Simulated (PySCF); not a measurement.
**Basis and Hamiltonian dependence of the excitation energy of Ni⁺**

Ni⁺ [Ar] 3d9 (2D) → Ni⁺ [Ar] 3d8 4s1 (4F). All values are computed (PySCF 2.14, energy differences of UHF-based or UKS calculations, no spin-orbit coupling). Values in eV.

| basis | Hamiltonian | functions | UHF | PBE | PBE0 | MP2 (valence) | CCSD(T) (valence) | CCSD(T) (valence and next inner shell) |
| --- | --- | --- | --- | --- | --- | --- | --- | --- |
| STO-3G | non-relativistic | 18 | -29.768 | -28.153 | -28.230 | n/a | n/a | n/a |
| ANO-RCC-VTZP | spin-free X2C | 59 | -1.014 | 1.286 | 0.894 | 1.544 | 0.936 | 1.089 |
| aug-cc-pVDZ | non-relativistic | 59 | -0.637 | 1.376 | 1.058 | 1.699 | 1.094 | n/a |
| aug-cc-pVDZ-DK | spin-free X2C | 59 | -1.037 | n/a | 0.645 | 1.294 | 0.681 | n/a |
| x2c-TZVPPall | spin-free X2C | 64 | -1.087 | 1.090 | 0.725 | 1.347 | 0.758 | 0.885 |
| def2-TZVPPD | non-relativistic | 67 | -0.687 | 1.502 | 1.143 | 1.753 | 1.170 | 1.303 |
| x2c-TZVPPall with one added diffuse shell each of s, p, d, f type | spin-free X2C | 80 | -1.089 | 1.090 | 0.724 | 1.364 | 0.765 | 0.898 |
| aug-cc-pVTZ-DK | spin-free X2C | 93 | -1.095 | n/a | n/a | 1.390 | 0.784 | n/a |
| aug-cc-pVTZ | non-relativistic | 93 | -0.695 | 1.487 | 1.132 | 1.797 | 1.197 | n/a |
| def2-QZVPPD | non-relativistic | 100 | -0.701 | 1.492 | 1.136 | 1.795 | 1.195 | n/a |
| dyall-av2z | non-relativistic | 101 | -0.697 | 1.499 | 1.136 | 1.653 | 1.083 | n/a |
| x2c-QZVPPall | spin-free X2C | 108 | -1.102 | 1.093 | 0.725 | 1.406 | n/a | n/a |
| aug-cc-pVTZ with one added diffuse shell each of s, p, d, f, g type | non-relativistic | 118 | -0.694 | 1.489 | 1.133 | 1.802 | n/a | n/a |
| aug-cc-pwCVTZ | non-relativistic | 127 | -0.702 | 1.493 | 1.134 | 1.823 | n/a | n/a |

Frozen in the all-electron rows: valence: [Ar]; valence and next inner shell: [Ne].

At UHF, STO-3G lies more than 0.3 eV from the median of the rows with comparable relativity. Of these, STO-3G has no diffuse functions of the l that the added or promoted electron needs.

Non-relativistic rows lack the scalar-relativistic shift.

Reference for a calculation without spin-orbit coupling: 1.085 eV (measured, between term centres; NIST).
